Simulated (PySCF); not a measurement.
## Continuum solvent and chemical shifts

Molfile (atoms numbered from 1):
```
C6H15NSi2
     RDKit          3D

 24 25  0  0  0  0  0  0  0  0999 V2000
   -3.5385    0.5097    0.2630 C   0  0  0  0  0  0  0  0  0  0  0  0
   -2.3619    1.2172    0.9601 C   0  0  0  0  0  0  0  0  0  0  0  0
   -1.4336    0.1009    0.4354 C   0  0  0  0  0  0  0  0  0  0  0  0
   -0.0281    0.4479   -0.0172 C   0  0  2  0  0  0  0  0  0  0  0  0
    0.7064   -0.7230   -0.7019 C   0  0  0  0  0  0  0  0  0  0  0  0
    2.5488   -0.3085   -0.7870 Si  0  0  0  0  0  4  0  0  0  0  0  0
    2.6591    0.6825    0.6456 N   0  0  0  0  0  0  0  0  0  0  0  0
    1.1190    1.0876    1.3578 Si  0  0  0  0  0  4  0  0  0  0  0  0
   -2.5161   -0.2377   -0.6143 C   0  0  0  0  0  0  0  0  0  0  0  0
   -4.0634   -0.1749    0.9469 H   0  0  0  0  0  0  0  0  0  0  0  0
   -4.2888    1.1365   -0.2413 H   0  0  0  0  0  0  0  0  0  0  0  0
   -2.4154    1.3811    2.0476 H   0  0  0  0  0  0  0  0  0  0  0  0
   -2.1286    2.1796    0.4752 H   0  0  0  0  0  0  0  0  0  0  0  0
   -1.3876   -0.7135    1.1811 H   0  0  0  0  0  0  0  0  0  0  0  0
   -0.0987    1.2849   -0.7401 H   0  0  0  0  0  0  0  0  0  0  0  0
    0.6035   -1.6354   -0.0863 H   0  0  0  0  0  0  0  0  0  0  0  0
    0.2684   -0.9602   -1.6860 H   0  0  0  0  0  0  0  0  0  0  0  0
    3.4265   -1.5208   -0.7253 H   0  0  0  0  0  0  0  0  0  0  0  0
    2.9168    0.4268   -2.0424 H   0  0  0  0  0  0  0  0  0  0  0  0
    3.5419    1.0099    1.0208 H   0  0  0  0  0  0  0  0  0  0  0  0
    0.9710    2.5558    1.6150 H   0  0  0  0  0  0  0  0  0  0  0  0
    0.8605    0.3890    2.6619 H   0  0  0  0  0  0  0  0  0  0  0  0
   -2.7015   -1.2973   -0.8471 H   0  0  0  0  0  0  0  0  0  0  0  0
   -2.3259    0.2989   -1.5586 H   0  0  0  0  0  0  0  0  0  0  0  0
  1  2  1  0
  2  3  1  0
  3  4  1  0
  4  5  1  0
  5  6  1  0
  6  7  1  0
  7  8  1  0
  3  9  1  0
  9  1  1  0
  8  4  1  0
  1 10  1  0
  1 11  1  0
  2 12  1  0
  2 13  1  0
  3 14  1  0
  4 15  1  6
  5 16  1  0
  5 17  1  0
  6 18  1  0
  6 19  1  0
  7 20  1  0
  8 21  1  0
  8 22  1  0
  9 23  1  0
  9 24  1  0
M  END
```

GIAO PBE0/pcSseg-1 in PySCF 2.14.0 with density-fitted response routines on one PBE0-D3(BJ)/def2-SVP conformer, non-relativistic, equivalent nuclei averaged. Solvents enter as an IEF-PCM continuum (benzene with ε = 2.3, methanol with ε = 32.6) around the gas-phase geometry. Shifts are referred to TMS computed in the same medium.

Gas phase, δ in ppm: C3 41.8, C9 32.2, C4 31.6, C2 30.8, C1 19.9, C5 12.2, Si8 -17.3, Si6 -17.7, H18 4.97, H21 4.92, H19 4.89, H22 4.62, H23 2.12, H14 2.02. Dipole moment 0.11 D.

Question: How does each δ change in the continuum?

Answer: 
| atoms | environment | Δδ, benzene | Δδ, methanol |
| --- | --- | --- | --- |
| C3 | sp3 CH in a ring | +0.3 | +0.8 |
| C9 | sp3 CH2 in a ring | +0.2 | +0.4 |
| C4 | sp3 CH bonded to Si | +0.4 | +0.9 |
| C2 | sp3 CH2 in a ring | +0.2 | +0.4 |
| C1 | sp3 CH2 in a ring | +0.2 | +0.4 |
| C5 | sp3 CH2 bonded to Si | +0.3 | +0.7 |
| Si8 | silicon bonded to C, N, 2 H, in a 5-membered ring | 0.0 | -0.1 |
| Si6 | silicon bonded to C, N, 2 H, in a 5-membered ring | 0.0 | 0.0 |
| H18 | hydrogen on a silicon bonded to C, N, in a 5-membered ring | -0.05 | -0.11 |
| H21 | hydrogen on a silicon bonded to C, N, in a 5-membered ring | -0.05 | -0.11 |
| H19 | hydrogen on a silicon bonded to C, N, in a 5-membered ring | -0.06 | -0.13 |
| H22 | hydrogen on a silicon bonded to C, N, in a 5-membered ring | -0.06 | -0.14 |
| H23 | hydrogen on an sp3 CH2 in a ring | -0.01 | -0.03 |
| H14 | hydrogen on an sp3 CH in a ring | +0.03 | +0.06 |

Changes are relative to the gas phase. The dipole moment becomes 0.12 D in benzene, 0.13 D in methanol.

Question: Which of the listed nuclei move most (in ppm), and what does the model miss? (N and O are left out, as their reference compounds move with the solvent too.)

Answer: C4 (sp3 CH bonded to Si, +0.9 ppm) in methanol. A continuum only polarises the solute; specific hydrogen bonds, the anisotropy of aromatic solvents and changes of geometry or conformer are outside it.
